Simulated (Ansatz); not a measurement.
A nudged elastic band was laid between two geometries of C2H8AlB (12 atoms, charge 0, multiplicity 1).

The calculation used RKS BHLYP/def2-SVP in Ansatz.

- movable images: 5
- climbing image: yes
- spring: 5.0 eV/Å²
- optimiser: quadratic models (default)
- start path: IDPP
- force threshold: 0.05 eV/Å
- iteration limit: 60
- end points: relaxed

Initial state:

```xyz
12
Properties=species:S:1:pos:R:3
B -1.151 1.689 -0.215
C -1.338 0.324 0.421
Al 0.484 -0.381 0.757
C 1.488 -1.304 -0.636
H -0.989 1.802 -1.402
H -1.068 2.682 0.460
H -1.804 0.319 1.411
H -1.755 -0.443 -0.243
H 1.076 -0.245 2.213
H 1.661 -2.353 -0.363
H 2.481 -0.855 -0.758
H 0.992 -1.290 -1.611
```

Final state:

```xyz
12
Properties=species:S:1:pos:R:3
B -1.711 1.128 -0.153
C -1.270 -0.061 0.678
Al 0.712 -0.039 0.665
C 1.727 -0.848 -0.790
H -1.816 1.043 -1.350
H -1.878 2.209 0.349
H -1.520 -0.017 1.742
H -1.488 -1.041 0.237
H 1.456 0.590 1.906
H 1.096 -1.283 -1.571
H 2.393 -1.635 -0.416
H 2.376 -0.102 -1.264
```

Q: Which bonds break or form, and what moves?

A: No bond is made or broken. The dihedral C2–Al3–C4–H10 goes from -115 to 1°.

Q: What energy profile does the band end with?

A: The forces met the threshold. The highest image is number 3 of 0 to 6, 0.004 eV above the ends, which have the same energy within 2 meV. The top lies less than 8 meV above the higher end, about what the thresholds resolve: the motion is nearly free. A vibrational analysis at the climbing image gives one clearly imaginary mode, 48i cm⁻¹: a first-order saddle point.

| image | path coordinate (Å) | energy (eV) | dihedral C2–Al3–C4–H10 (°) |
| --- | --- | --- | --- |
| 0 | 0.00 | 0.000 | -115 |
| 1 | 0.56 | 0.001 | -95 |
| 2 | 1.11 | 0.003 | -75 |
| 3 | 1.67 | 0.004 | -55 |
| 4 | 2.21 | 0.003 | -36 |
| 5 | 2.76 | 0.001 | -17 |
| 6 | 3.31 | 0.000 | 1 |

Q: What is the geometry of the highest image?

A: 
```xyz
12
Properties=species:S:1:pos:R:3:forces:R:3
B -1.564 1.297 -0.203 0.00 0.00 0.00
C -1.286 0.044 0.605 0.00 0.00 0.00
Al 0.686 -0.120 0.717 0.00 0.00 0.00
C 1.676 -0.990 -0.720 -0.01 0.00 0.01
H -1.617 1.258 -1.405 0.00 0.00 0.00
H -1.647 2.374 0.328 0.00 0.00 0.00
H -1.592 0.079 1.656 0.00 0.00 0.00
H -1.573 -0.895 0.118 0.00 0.00 0.00
H 1.398 0.406 2.023 0.00 0.00 0.00
H 1.292 -1.999 -0.912 0.00 0.00 0.00
H 2.746 -1.074 -0.513 0.00 0.00 0.00
H 1.558 -0.437 -1.660 0.00 0.00 0.00
```

Run time: 82 s on 2 threads of Intel(R) Xeon(R) CPU @ 2.80GHz (Skylake/Cascade Lake) (shared host), peak memory 0.22 GiB.
